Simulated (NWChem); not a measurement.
# BeHOCl; SMILES [OH][Be][Cl]

```xyz
4

Be     0.0455     0.6333     0.0000
Cl    -0.0808    -1.1798     0.0000
O      0.2029     2.0338     0.0000
H     -0.4320     2.7421     0.0000
```
Atoms are numbered in this order, from 1.

Level: PBE0-D3(BJ)/def2-TZVP (NWChem), optimised geometry, unscaled harmonic frequencies. 

| frequency (cm⁻¹) | IR intensity (km/mol) |
|---|---|
| 258 | 41.8 |
| 287 | 57.5 |
| 480 | 215.5 |
| 527 | 31.8 |
| 1410 | 415.7 |
| 4026 | 156.2 |

```
Quantity                                                                           Result
-----------------------------------------------------------------------  ----------------
zero-point energy                                                           10.0 kcal/mol
thermal correction to the enthalpy at 298.15 K (with zero-point energy)     13.2 kcal/mol
heat capacity Cv                                                         12.0 cal/(mol K)
entropy at 298.15 K and 1 atm (symmetry number 1)                        63.1 cal/(mol K)
dipole moment                                                                      1.96 D
```

Rigid rotor and harmonic oscillator.
